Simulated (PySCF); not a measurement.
# Dipole response of W⁺ (tungsten, charge +1)

[Xe] 4f14 5d4 6s1, high-spin 6D determinant. Calculation: PySCF 2.14, in def2-QZVPPD with the def2 core potential (60 electrons) (7s6p4d3f2g, 84 functions); a scalar-relativistic core potential. Coupled (time-dependent) response in atomic units; α is the mean over directions.

```
   method  mean α (bohr³)         α xx, yy, zz  C₆ (like pair)  S(−4)
BHandHLYP           37.35  36.73, 36.73, 38.57           318.9  614.0
     MN15           36.19  35.60, 35.60, 37.37           311.5  547.8
```

S(−4) is the Cauchy moment in α(ω) = α(0) + S(−4) ω² + …

Spin-orbit coupling is absent.

α(iu) at MN15:

```tsv
u (hartree)	α(iu) (bohr³)
0	36.19
0.0500	34.89
0.100	31.60
0.200	23.73
0.300	17.78
0.500	11.24
0.750	7.389
1.00	5.320
1.50	3.187
2.00	2.129
3.00	1.134
5.00	0.4680
```

For an ion, C₆ is the dispersion term alone; charge-induced terms of lower order in 1/R come first.

The components differ because the open shell of this determinant is not spherical; for a pure term their mean is the scalar polarisability.

Energies and moments cover only the electrons outside the core potential. Spin-orbit coupling, absent here, splits the open shell strongly.
